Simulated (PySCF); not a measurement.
## Shapes and spin states of Ca₂O

Computed with PBE0 in PySCF with O def2-TZVP, Ca def2-TZVP; no relativity; density-fitted integrals.

Relaxations began from a few typed shapes and spin states; open shells are unrestricted. The search is not exhaustive: other isomers or separated fragments can lie lower, and high-lying points may rest on an excited occupation.

(1) Order these stationary points by electronic energy, lowest first, in kJ/mol from the lowest minimum.
A. singlet (closed shell, unstable to spin polarisation) D∞h: O–Ca 1.967 Å (×2); Ca–O–Ca 180.0°
B. triplet D∞h: O–Ca 1.987 Å (×2); Ca–O–Ca 180.0°
C. singlet C2v: Ca–Ca 3.339 Å, O–Ca 1.976 Å (×2); Ca–Ca–O 32.3° (×2), Ca–O–Ca 115.4°

(2) Which of them are minima?

Answers

(1) B (0.0), C (17.6), A (35.6).

(2) By energy in kJ/mol, 0.0: minimum; 17.6: minimum; 35.6: saddle point, 2 imaginary modes.
